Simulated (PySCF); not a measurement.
# [WS2]2+: breathing scan

Level of theory: PySCF, PBE0, basis W def2-TZVP with ECP60, S def2-TZVP (scalar-relativistic core potentials, no spin–orbit coupling, density fitting).

Rigid scan from the singlet minimum (W–S 2.064 Å (×2); S–W–S 104.0°). Coordinate: all bonds to the central atom scaled together. Energies in kJ/mol from the minimum.

```csv
scale of all bonds to the centre,E (kJ/mol),"dipole size (D, about the centre of mass)"
0.88,331.2,0.46
0.92,129.6,0.51
0.96,28.5,0.52
1.00,0.0,0.49
1.04,22.4,0.42
1.08,79.4,0.33
1.14,204.0,0.16
1.22,402.0,0.11
1.35,720.2,0.63
```

At long bonds a restricted determinant can lie too high, and another spin state can fall below this curve.

Spin–orbit coupling, left out here, can matter for elements this heavy.

Other isomers or separated fragments may lie lower.
